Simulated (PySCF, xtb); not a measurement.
SbF2Cl, SMILES [F][Sb]([F])[Cl].

GFN2-xTB (xtb) at its own geometry gives an orbital gap of 4.50 eV and a dipole moment of 4.43 D.

Geometry: B3LYP-D3(BJ)/def2-SVP. The def2 effective core potentials stand for the cores of Sb; spin–orbit coupling is left out.

Q: What does PySCF with PBE0/def2-TZVPD give? (The exact figures need the calculation; the answer reports its results.)

A: gap 7.20 eV (levels -9.32 and -2.12 eV), dipole 3.56 D.
